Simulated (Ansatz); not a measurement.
Geometry optimisation, DFT PBE-D3(BJ), scalar-relativistic, plane waves, PAW in Ansatz.

Input file:

```yaml
crystal:
  lattice:
    - [6.6, 0.0, 0.0]
    - [3.3, 4.666905, 0.0]
    - [0.0, 0.0, 20.000357]
  atoms:
    - { symbol: Nb, position: [-0.25, 0.5, 0.0499991] }
    - { symbol: Nb, position: [0.25, 0.5, 0.0499991] }
    - { symbol: Nb, position: [-0.25, 1.0, 0.0499991] }
    - { symbol: Nb, position: [0.25, 1.0, 0.0499991] }
    - { symbol: Nb, position: [0.0, 0.0, 0.1666696] }
    - { symbol: Nb, position: [0.5, 0.0, 0.1666696] }
    - { symbol: Nb, position: [0.0, 0.5, 0.1666696] }
    - { symbol: Nb, position: [0.5, 0.5, 0.1666696] }
    - { symbol: Nb, position: [-0.25, 0.5, 0.2833402] }
    - { symbol: Nb, position: [0.25, 0.5, 0.2833402] }
    - { symbol: Nb, position: [-0.25, 1.0, 0.2833402] }
    - { symbol: Nb, position: [0.25, 1.0, 0.2833402] }
    - { symbol: Nb, position: [0.0, 0.0, 0.4000107] }
    - { symbol: Nb, position: [0.5, 0.0, 0.4000107] }
    - { symbol: Nb, position: [0.0, 0.5, 0.4000107] }
    - { symbol: Nb, position: [0.5, 0.5, 0.4000107] }
    - { symbol: C, position: [0.3270535, 0.3164399, 0.498509] }
    - { symbol: H, position: [0.2949958, 0.1601613, 0.5165086] }
    - { symbol: H, position: [0.5060534, 0.2606782, 0.5165086] }
    - { symbol: H, position: [0.1804226, 0.5299977, 0.5165086] }
basis:
  ecutwfc: 420.0
kpoints:
  mp_grid: { grid: [3, 4, 1] }
hamiltonian:
  xc: pbe
  dispersion: d3bj
  pseudopotentials: { kind: paw, azcp: { folder: soft_1 } }
scf:
  occupations: { method: gaussian, width: 0.1 }
  lower_state_search: "off"
relax:
  f_tol: 0.03
  max_steps: 60
  adjacent_minimum: "off"
  constraints: [{ sites: [0, 1, 2, 3] }]
output:
  write_density: true
  write_potential: true
  elf: true
  volumetric_format: npy
```

Run as:

```bash
$ ansatz run input.yaml --threads 4 --pin off --max-ram 10240MiB --backend cpu --events-out ev --progress --plain --runs-dir out
```

Where does it end, and by what steps?

It converged. Limits of this set-up: coarse k mesh, thin slab, slab without dipole correction, odd electron count without spin, a typed lattice constant that wasn't relaxed here. After 8 steps the energy has fallen by 0.721 eV; H19 moved furthest, 1.03 Å. Joined: Nb14–H18 (2.58 → 2.33 Å), Nb15–H20 (2.67 → 2.30 Å), Nb16–H19 (2.69 → 2.29 Å).

```tsv
step	energy less start (eV)	largest force component (eV/Å)	accepted
0	0.0000	1.414	yes
1	-0.2357	0.744	yes
2	-0.4164	0.194	yes
3	-0.5380	0.294	yes
4	-0.6239	0.396	yes
5	-0.6924	0.173	yes
6	-0.7197	0.046	yes
7	-0.7062	0.256	no
8	-0.7215	0.025	yes
```

```xyz
20
Lattice="6.6000 0.0000 0.0000 3.3000 4.6669 0.0000 0.0000 0.0000 20.0004" Properties=species:S:1:pos:R:3
Nb 0.000 2.333 1.000
Nb 3.300 2.333 1.000
Nb 1.650 4.667 1.000
Nb 4.950 4.667 1.000
Nb -0.001 -0.004 3.226
Nb 3.297 -0.005 3.233
Nb 1.653 2.331 3.220
Nb 4.943 2.330 3.218
Nb -0.006 2.326 5.503
Nb 3.294 2.322 5.564
Nb 1.646 4.661 5.539
Nb 4.940 4.661 5.544
Nb -0.008 0.058 7.702
Nb 3.283 -0.050 7.782
Nb 1.640 2.329 7.838
Nb 4.951 2.302 7.833
C 3.296 1.684 9.513
H 3.272 0.675 9.995
H 4.182 2.183 9.986
H 2.437 2.226 9.989
```

Whether the end is a true minimum wasn't checked by a vibrational analysis.

The run took 100 s on 4 threads of Intel(R) Xeon(R) Platinum 8259CL CPU @ 2.50GHz (Skylake/Cascade Lake), on a shared host, peak memory 2.1 GiB.
